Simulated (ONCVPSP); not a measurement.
## Potentials for tin compared

Generated with ld1.x 7.5 (TM, RRKJ, ultrasoft, PAW), atompaw 4.2 or ONCVPSP 4.0.1. The cutoff is in Ry: for ld1.x and atompaw files where the sum of valence levels is converged to 10 mRy in a Bessel basis, for ONCV files where the hardest occupied wave has 1 mHa per electron of residual kinetic energy. The error is the largest all-electron minus pseudo excitation energy over each file’s own four to seven test configurations (ionisations up to +4, promotions, holes and added fractions of an electron), all of which were solved. The labels leave out finer settings (local radius, basis sizes, second energies), which also bear on the numbers. Spin-polarised tests are not counted. The rows are a selection from randomly drawn settings: files with unsolved tests, undetermined cutoffs or missed reference levels are left out.

A true bound ghost makes a file unfit for plane-wave use even where its test errors are small: the radial tests pick states by their node count and pass the ghost by.

| potential | cutoff (Ry) | largest error (meV) | bound ghosts |
| --- | --- | --- | --- |
| ONCV, Wu-Cohen, scalar-relativistic, rc 1.60/1.75/1.60 (spd), local d, core correction yes, reference 4p6 4d10 5s2 5p2, qcut 3.3/8.9/9.2, projectors 2/2/0 | 65 | -18 | s |
| ONCV, PBE, scalar-relativistic, rc 2.20/2.60/2.05 (spd), local d, core correction no, reference 5s2 5p2, qcut 3.8/3.5/4, projectors 2/2/0 | 11 | +121 | none |
| ONCV, PBE, fully relativistic, rc 1.85/1.85/1.05 (spd), local smoothed, core correction yes, reference 4d10 5s2, qcut 3/4.4/8.4, projectors 2/3/2 | 156 | -291 | s, p3/2, p1/2 |
| ONCV, BLYP, scalar-relativistic, rc 2.08/3.12/1.68 (spd), local smoothed, core correction no, reference 4d10 5s2 5p2, qcut 2.9/2.6/9.2, projectors 1/2/1 | 65 | -70 | s |
| ONCV, LDA (Perdew-Zunger), scalar-relativistic, rc 1.35/1.55/1.70/1.35 (spdf), local smoothed, core correction yes, reference 4s2 4p6 4d10 5s2 5p2, qcut 11.8/10/10/9.1, projectors 2/2/2/1 | 88 | -12 | none |

Fill in the row for Sn: ONCV, PBEsol, scalar-relativistic, rc 1.25/1.05/1.35 (spd), local smoothed, core correction yes, reference 4s2 4p6 4d10 5s2, qcut 8.4/8.7/10.3, projectors 2/2/2.

cutoff 150 Ry, largest error -7.3 meV, bound ghosts: none.
